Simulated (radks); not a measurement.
Spherical jellium clusters: N electrons in a uniform positive sphere of charge N and radius rs N^(1/3), rs = 5.13 bohr. Method: non-relativistic Kohn-Sham, PBEsol, spin-polarised, spherical densities; computed with a radial shooting solver with Libxc functionals. Levels are named by radial order and angular momentum (1s, 1p, 1d, 2s, ...), and open shells are averaged over m.

N = 9, configuration 1s2 1p6 1d(up 1, down 0). This is the lowest configuration that the search found. Occupied levels:

level    occupation  eigenvalue (eV)  <r> (bohr)
1s up             1          -3.5129       7.154
1s down           1          -3.4583       6.892
1p up             3          -2.8251       8.364
1p down           3          -2.7165       8.218
1d up             1          -1.9351       9.381

Energy (eV): total -15.7074, kinetic 10.074, external -245.49, Hartree 121.94, exchange-correlation -26.157, background 123.93.

Electron density:

r (bohr)  n(r) (e/bohr^3)
0.768            0.001042
1.62             0.001183
2.48             0.001405
3.33             0.001671
4.19             0.001937
5.04             0.002146
5.90             0.002244
6.75             0.002188
7.61             0.001965
8.47             0.001603
9.32             0.001176
10.2            0.0007680
11.0            0.0004498
11.9            0.0002374
12.7            0.0001183
13.6           0.00005640
14.4           0.00002663
15.3           0.00001231
16.2            5.693e-06
17.0            2.590e-06
